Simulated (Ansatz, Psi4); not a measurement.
# Predicting a hybrid from its neighbours: BrF (bromine fluoride)

BrF has 2 atoms, charge 0, and is taken as a singlet. As SMILES, `FBr`. Geometry: relaxed at PBE0-D4/def2-TZVP.

The electronic atomisation energy y, in eV, basis cc-pVTZ; a is the functional's share of exact exchange. Programs: Ansatz 0.2.0, Psi4 1.11.

```
functional  program     a  y (eV)
    r2SCAN   Ansatz     0    2.70
      TPSS     Psi4     0    2.90
     B3LYP   Ansatz   0.2    2.64
      PBE0   Ansatz  0.25    2.62
   r2SCAN0   Ansatz  0.25       ?
     BHLYP   Ansatz   0.5    2.06
```

Question: Fit y = c + s·a to the known rows and predict r2SCAN0.

Answer: 
1. Means of the 5 rows: a = 0.1900, y = 2.584.
2. Σ(Δa)² = 0.172, Σ(Δa·Δy) = -0.2418, so the slope is -0.2418/0.172 = -1.4058.
3. Intercept: 2.584 − (-1.4058) × 0.1900 = 2.851. The largest residual of the fit is 0.15.
4. r2SCAN0: 2.851 + (-1.4058) × 0.25 = 2.50 eV.

The run gave 2.31 eV, so the prediction is off by +0.19 eV, about the largest residual. The rows mix families of semi-local functionals, which the line can't see. Spin-orbit coupling is left out.
